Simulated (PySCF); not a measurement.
CeP: one state, many levels of theory

State: doublet, about 1.2 electrons in the 4f shell (Mulliken), real f orbitals that mix terms. Set-up: Ce x2c-TZVPall, P x2c-TZVPall; spin-free X2C with a Gaussian nucleus (PySCF 2.14). De refers to Ce (4f1 5d1 6s2) + P in their high-spin ground configurations, without counterpoise correction. The functionals are run spin-unrestricted. A positive dipole means Ce(−)P(+). Levels whose curve was spin-contaminated or gave no clean fit are not listed.

```tsv
Level	Re (Å)	ωe (cm⁻¹)	De (eV)	μ (D)
UHF	2.350	467	n/a	-10.24
PBE	2.346	436	4.59	-6.99
PBEsol	2.332	445	4.94	-6.99
TPSS	2.344	441	4.53	-7.23
r²SCAN	2.333	455	4.19	-7.48
PBE0	2.324	465	3.99	-7.96
```

The bond length runs from 2.324 Å (PBE0) to 2.350 Å (UHF). De spans 3.99 eV (PBE0, global hybrid GGA) to 4.94 eV (PBEsol, GGA).

Spin–orbit coupling is left out, which matters for elements this heavy, above all for dissociation energies. Counting both spins, an empty level lies below a filled one in some of these solutions, because spin and occupation are held. With d or f electrons several states lie close, and the lowest PBE0 determinant need not be the measured ground state.

The whole job (state search and all levels along the bond) took about 19 min on 4 threads of Arm Neoverse V2 (shared host), peak memory 7.7 GiB.
